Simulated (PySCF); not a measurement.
Vertical excitations of a molecule C3H6O from PySCF with TDA-CAM-B3LYP/def2-SVPD, as energy in eV (oscillator strength): 5.86 (0.004), 7.09 (0.011), 7.14 (0.408), 7.46 (0.017), 7.98 (0.001), 8.32 (0.030), 8.79 (0.059), 8.85 (0.022), 9.29 (0.000), 9.32 (0.011). Lowest triplet (TDA): 4.27 eV. Geometry optimised at PBE0-D3(BJ)/def2-SVP. The values are those of a single conformer.

### Question
Which molecule gave these data?
A. CC(C)=O
B. C=C(C)O
C. C1COC1
D. OC1CC1

### Answer
B, C=C(C)O
